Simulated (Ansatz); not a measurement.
Stepwise reaction of `C[SiH2][SiH](C)Cl` with hydrogen chloride, as a gas-phase model of exchange steps in deposition or etching. ΔE in kJ/mol.

Gas-phase electronic energies from Ansatz, PBE0-D4/def2-TZVP geometries. CCSD(T)/CBS is the MP2 limit (def2-TZVPP, def2-QZVPP) plus CCSD(T) − MP2 in def2-TZVPP, frozen cores. This one scheme is used for every species. Functionals use def2-TZVPP. B3LYP here is the variant with VWN-RPA as its local correlation; programs differ in this. One conformer a species, not always the lowest.

| step | reaction | PBE-D4 | B3LYP-D4 | ωB97M-V | CCSD(T)/CBS |
| --- | --- | --- | --- | --- | --- |
| 2 | `C[SiH2][SiH](Cl)Cl` + HCl → `Cl[SiH2][SiH](Cl)Cl` + CH₄ | -90.3 | -95.5 | -92.8 | -93.1 |

Give the row of step 1, `C[SiH2][SiH](C)Cl` + HCl → `C[SiH2][SiH](Cl)Cl` + CH₄. (An estimate is asked.)

Computed: 
```tsv
step	reaction	PBE-D4	B3LYP-D4	ωB97M-V	CCSD(T)/CBS
1	`C[SiH2][SiH](C)Cl` + HCl → `C[SiH2][SiH](Cl)Cl` + CH₄	-99.8	-103.9	-101.7	-100.3
```

By hand: ΔE of the 2 steps together at CCSD(T)/CBS.

(-100.3) + (-93.1) = -193.4 kJ/mol, or -96.7 kJ/mol a step.

In ΔE each step is higher than the one before. All are downhill at CCSD(T)/CBS. PBE-D4 differs from CCSD(T)/CBS by 0.5 to 2.8 kJ/mol a step. Isolated molecules leave out the surface, adducts and barriers. Largest T1 diagnostic: 0.010.
